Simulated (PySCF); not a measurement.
C4H3F5O.
Z-matrix (Å and degrees, GFN2-xTB geometry), rows numbered from 1:
```
F 
C   1  1.3619
C   2  1.5358  1  109.84
F   3  1.3482  2  111.27  1   -84.08
F   3  1.3571  2  108.65  1   159.94
C   3  1.5275  2  111.38  1    39.00
F   6  1.3574  3  110.65  2    59.25
O   6  1.3738  3  120.98  2  -161.58
C   8  1.3831  6   64.19  3   115.02
F   9  1.3382  6  119.99  8   104.51
H   2  1.0940  1  108.36  3  -119.93
H   2  1.0945  1  108.08  3   119.16
H   9  1.0849  6  121.55  8  -105.59
```

Method used: PBE0/def2-SVPD in PySCF (dipole) on a GFN2-xTB geometry, gas phase.

Take the most abundant isotopes and a rigid rotor. The values belong to one conformer with, in the numbering `[F:1][CH2:2][C:3]([F:4])([F:5])[C@@:6]1([F:7])[O:8][C@H:9]1[F:10]`, F1–C2–C3–F4 -84°, C2–C3–C6–F7 59°.

**Question.** What are A, B and C (GHz)?

**Answer.** Ia = 313.05, Ib = 407.32, Ic = 440.03 u·Å²; 505379 MHz·u·Å²/I gives 1614, 1241 and 1149 MHz, that is A = 1.6144, B = 1.2407, C = 1.1485 GHz.

**Question.** What kind of rotor is it?

**Answer.** An asymmetric top. Ray's parameter κ = (2B − A − C)/(A − C) = -0.604; −1 is the prolate and +1 the oblate limit.

**Question.** What does the inertial defect say?

**Answer.** Not planar: Δ = Ic − Ia − Ib = -280.33 u·Å². For a rigid frame Δ = −2 Σ m c², so Σ m c² = 140.17 u·Å² lies off the ab plane: 2.72 from hydrogen and 137.45 from heavier atoms. The atom farthest from that plane is 1.64 Å away.

**Question.** Give the other two planar moments, Paa and Pbb, and the rms extents of the mass along the axes.

**Answer.** Paa = Σ m a² = (Ib + Ic − Ia)/2 = 267.15 and Pbb = Σ m b² = (Ia + Ic − Ib)/2 = 172.88 u·Å². With the mass M = 162.01 u, the rms extents √(P/M) along a, b and c are 1.28, 1.03, 0.93 Å.

**Question.** Give the coordinates in the principal-axis frame, origin at the centre of mass.

**Answer.** The sense of each axis is arbitrary; atoms in the order of the calculation.
| atom | mass (u) | a (Å) | b (Å) | c (Å) |
| --- | --- | --- | --- | --- |
| F1 | 18.998 | -0.909 | -1.750 | -0.929 |
| C2 | 12.000 | -1.695 | -0.818 | -0.323 |
| C3 | 12.000 | -0.818 | 0.208 | 0.409 |
| F4 | 18.998 | -0.471 | -0.231 | 1.635 |
| F5 | 18.998 | -1.546 | 1.334 | 0.615 |
| C6 | 12.000 | 0.435 | 0.546 | -0.398 |
| F7 | 18.998 | 0.100 | 1.054 | -1.611 |
| O8 | 15.995 | 1.525 | 1.130 | 0.200 |
| C9 | 12.000 | 1.722 | -0.146 | -0.295 |
| F10 | 18.998 | 1.886 | -1.124 | 0.603 |
| H11 | 1.008 | -2.345 | -1.328 | 0.394 |
| H12 | 1.008 | -2.277 | -0.309 | -1.098 |
| H13 | 1.008 | 2.371 | -0.269 | -1.156 |

**Question.** Predict some low-J microwave lines.

**Answer.** The dipole components are |μa| = 0.87 D, |μb| = 0.79 D, |μc| = 1.36 D. Intensities carry the squares of the components, which stand as 0.41 : 0.34 : 1.00 (a : b : c). Some lines, for components of 0.1 D or more:

```
type  branch         J(Ka,Kc)   MHz  lower level (cm⁻¹)
   b       Q  3(1,2) ← 3(0,3)   759               0.476
   b       Q  3(2,2) ← 3(1,3)  1545               0.483
   a       R  1(0,1) ← 0(0,0)  2389               0.000
   c       R  1(1,0) ← 0(0,0)  2855               0.000
   a       R  2(1,2) ← 1(1,1)  4686               0.092
   c       R  2(2,0) ← 1(1,0)  6007               0.095
   b       R  3(1,2) ← 2(2,1)  6175               0.295
   b       R  3(0,3) ← 2(1,2)  6813               0.248
   a       R  3(0,3) ← 2(0,2)  7110               0.239
   c       R  3(2,2) ← 2(1,2)  8565               0.248
   b       R  3(2,1) ← 2(1,2)  8638               0.248
   c       R  3(3,1) ← 2(2,1)  9275               0.295
```

GFN2-xTB frequencies: not computed here. Constants of a rigid frame at the computed geometry: no zero-point averaging, no centrifugal distortion.
